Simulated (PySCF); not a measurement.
Polarisability and C₆ of Ru²⁺ (ruthenium, charge +2)

[Kr] 4d5 5s1, high-spin 7S determinant (an excited configuration). Calculation: PySCF 2.14, in aug-cc-pwCVDZ-PP with ECP28MDF; a scalar-relativistic core potential. Coupled (time-dependent) response in atomic units; α is the mean over directions. A double-zeta set is small for polarisabilities.

```csv
method,mean α (bohr³),C₆ (like pair),S(−4)
wB97M-V,23.98,140.7,378.8
```

S(−4) is the Cauchy moment in α(ω) = α(0) + S(−4) ω² + …

α(iu) at wB97M-V:

| u (hartree) | α(iu) (bohr³) |
| --- | --- |
| 0 | 23.98 |
| 0.0500 | 23.07 |
| 0.100 | 20.83 |
| 0.200 | 15.56 |
| 0.300 | 11.68 |
| 0.500 | 7.569 |
| 0.750 | 5.237 |
| 1.00 | 3.972 |
| 1.50 | 2.572 |
| 2.00 | 1.805 |
| 3.00 | 1.017 |
| 5.00 | 0.4398 |

For an ion, C₆ is the dispersion term alone; charge-induced terms of lower order in 1/R come first.

Energies and moments cover only the electrons outside the core potential.
